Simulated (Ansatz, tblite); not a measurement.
Cost and result up the ladder for the cluster Si₂Pt⁺ (3 atoms). Charge 1, multiplicity 2. Geometry: B3LYP-D4/def2-TZVP.

```xyz
3

Pt    0.9110   -0.0281   -0.8285
Si   -0.6378   -1.2187    0.2557
Si   -0.2732    1.2468    0.5728
```

Ansatz on 4 threads of Arm Neoverse V2 on a shared host; xTB runs through tblite on one thread. Times are rough, summed over both states, and most runs start from the orbitals of an earlier one. B2PLYP/def2-TZVP serves as the yardstick here, not as an exact answer. The other state is a quartet at its own geometry.

In the def2 sets Pt takes a core potential; there is no spin–orbit coupling. The xTB rows come from tblite. B3LYP takes the VWN-RPA correlation. Correlated methods freeze 10 core orbitals; core or outer-core shells of Pt are correlated, in sets that lack core-valence functions. In CCSD on the charge 1 quartet the largest single amplitude is 0.32, so its Hartree–Fock determinant may place the open shell otherwise than the density functionals do. The structure comes from a short search, and lower isomers may exist.

Run but left out: HF/def2-TZVP, HF/def2-TZVPP (quartet: a determinant that CCSD turns far, T1 0.058); MP2/def2-TZVP, MP2/def2-TZVPP (doublet: ⟨S²⟩ 0.93 to 0.95, where a pure state has 0.75).

Correlated methods converge slowly with the basis.

xTB has no spin-polarisation term.

| level | functions | wall time | quartet − doublet (eV) | difference from B2PLYP/def2-TZVP (eV) | remarks |
| --- | --- | --- | --- | --- | --- |
| GFN1-xTB | 27 | 0.005 s | 1.73 | 0.11 | – |
| GFN2-xTB | 27 | 0.01 s | 1.48 | -0.14 | – |
| PBE-D4/def2-TZVP | 114 | 2.5 s | 1.41 | -0.21 | – |
| B3LYP-D4/def2-TZVP | 114 | 3.7 s | 1.43 | -0.19 | – |
| RPA@PBE/def2-TZVP | 114 | 4.3 s | 1.42 | -0.20 | – |
| B2PLYP/def2-TZVP | 114 | 7.6 s | 1.62 | 0.00 | – |
| PBE0-D4/def2-TZVP | 114 | 7.7 s | 1.30 | -0.32 | – |
| r2SCAN-D4/def2-TZVP (with forces) | 114 | 7.9 s | 1.32 | -0.30 | – |
| r2SCANh-D4/def2-TZVP | 114 | 8.7 s | 1.29 | -0.33 | – |
| CAM-B3LYP-D4/def2-TZVP | 114 | 8.8 s | 1.41 | -0.22 | – |
| ωB97X-V/def2-TZVP | 114 | 27 s | 1.42 | -0.20 | – |
| CCSD(T)/def2-TZVPP | 140 | 34 s | 1.57 | -0.05 | large T1 (0.058) (quartet), spin-contaminated (⟨S²⟩ 0.95) (doublet) |
